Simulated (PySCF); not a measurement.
Al(Me)(OMe)(SeH), SMILES C[O][Al]([CH3])[SeH] (C₂H₇AlOSe), singlet at its B3LYP/def2-SVP optimised geometry (Å):

```
12

Al    -0.5322     0.1098     0.0000
C     -1.4603    -1.6035    -0.0006
H     -1.1583    -2.1977    -0.8801
H     -2.5572    -1.5067    -0.0146
H     -1.1806    -2.1877     0.8928
O      1.1648     0.1098     0.0000
C      2.2939     0.9293    -0.0120
H      2.0434     2.0069    -0.0579
H      2.9038     0.7672     0.8958
H      2.9328     0.6981    -0.8841
Se    -1.5915     2.1977     0.0000
H     -2.9328     1.5808    -0.0101
```

Computed with B3LYP/def2-TZVP run with PySCF. Cells within 0.4 Å of a nucleus heavier than hydrogen are left out (blank, or x).

Map of the log10 of the electron density (e/bohr³), floored at −4 on the plane z = 0.0 Å:

```
|0000000000000000000000000000000|
|0000000011111000000000000000000|
|0000001122222210000000000000000|
|0000012233333321000000000000000|
|0000123344554432100011100000000|
|0000123456665543211122221000000|
|0001234567776543212333332100000|
|0012345678987654223455543210000|
|0012456679xx8654323567654320000|
|0023467779xx8654334578765321000|
|0023568777887654434578775432100|
|0023467766777655455678876543100|
|001345566666665556677xxx7643200|
|001234445556677667888xx77643200|
|0001233344568xx778xx87776543200|
|0000122344568xx778xx87655432100|
|0000123445567886678876544321000|
|0001234556677665567765432211000|
|0001345667777665455554321100000|
|0002346777xx7654444433210000000|
|0002346788xx7654322221100000000|
|0001345677787654221110000000000|
|0001234556776543210000000000000|
|0000123445565543100000000000000|
|0000012334444432100000000000000|
|0000001223333321000000000000000|
|0000000111222110000000000000000|
|0000000000111000000000000000000|
|0000000000000000000000000000000|
|0000000000000000000000000000000|
|0000000000000000000000000000000|
```
Scale: ten equal steps from -4.00 (start of '0') to 0.248 (end of '9'), in the order '0123456789'; x runs from -5.00 to 5.00, y from -5.00 (bottom) to 5.00 (top).
